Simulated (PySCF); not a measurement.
**Static response to an electric field**

Compound: C4H12B2N2.
Structure used (PBE0-D3(BJ)/def2-SVP), in Å, numbered top down from 1:
```
atom  x, y, z in Å
B1     2.638    0.214   -0.444
N2     2.120   -1.063   -0.719
B3     0.797   -1.586   -1.021
N4    -0.420   -0.937   -0.795
C5    -1.702   -1.563   -1.137
C6    -2.732   -0.456   -0.950
C7    -2.135    0.353    0.195
C8    -0.648    0.351   -0.145
H9     1.922    1.183   -0.387
H10    3.833    0.334   -0.283
H11    2.831   -1.784   -0.801
H12    0.746   -2.701   -1.496
H13   -1.689   -1.966   -2.161
H14   -1.917   -2.407   -0.456
H15   -2.793    0.165   -1.859
H16   -3.740   -0.845   -0.743
H17   -2.306   -0.165    1.153
H18   -2.549    1.367    0.285
H19   -0.004    0.469    0.739
H20   -0.404    1.184   -0.828
```

Level: B3LYP/def2-SVPD (PySCF), static field, nuclei fixed, core orbitals frozen in the response. The polarisability tensor in these axes (au):

```
x   114.26   2.09   1.17
y     2.09  90.56   7.83
z     1.17   7.83  73.17
```

What are the eigenvalues, a third of the trace, and Δα (Δα² = ½Σ(αi − αj)² over the three pairs)?

Principal values 70.17, 93.29 and 114.53 au; mean 92.66 au = 13.73 Å³ = 15.28 × 10⁻⁴⁰ C²·m²/J; Δα = 38.43 au (41 % of the mean).

What is the dipole moment, and where does it point?

(-1.79, -0.36, 0.13) D, 1.83 D in size, pointing from the negative to the positive side. Measured along this direction, the outermost atoms are H10 at the negative end and H16 at the positive end.

Rayleigh depolarisation ratio (linearly polarised light, static tensor)?

ρ = 3Δα²/(45ᾱ² + 4Δα²) = 4431.2/(386397 + 5908.3) = 0.0113.

Orientational against electronic polarisability at 273 K (dilute gas, rigid molecules)?

In Gaussian units μ²/3kT = 29.73 Å³ against 13.73 Å³, a ratio of 2.17; the Debye molar polarisation (4π/3)N_A(α + μ²/3kT) is 109.6 cm³/mol, leaving out the vibrational part.

Form Σ f/ω² (atomic units) for the 10 lowest TDDFT singlets, given as eV and f, and set it beside the mean polarisability, which is this sum over all singlets: 5.33, 0.1743; 5.91, 0.0067; 6.41, 0.0108; 6.43, 0.0188; 6.50, 0.0191; 6.84, 0.0014; 7.18, 0.0449; 7.26, 0.0016; 7.38, 0.0210; 7.50, 0.0493.

They add up to 7.18 au, 7.8 % of the 92.66 au; the largest single term is 4.55 au, from the state at 5.33 eV. Terms in order: 4.55, 0.14, 0.19, 0.34, 0.33, 0.02, 0.65, 0.02, 0.29, 0.65 au. Higher excitations give the rest. The strengths listed sum to 0.348.

Directions of the eigenvectors, and the extent of the frame along each?

Largest value along (0.99, 0.10, 0.05), where the nuclei span 7.67 Å; middle along (-0.11, 0.93, 0.35), 4.78 Å; least along (-0.01, -0.36, 0.93), 2.93 Å. The response follows the extents in order.

The structure is a single PBE0-D3(BJ)/def2-SVP conformer in the gas phase; no vibrational or solvent corrections.

The run behind these numbers computed excited states and ΔSCF ions as well. Time: 4.0 min of wall time; peak memory 1.1 GiB. Hardware: Intel Xeon at 2.50 GHz, one thread (shared host).
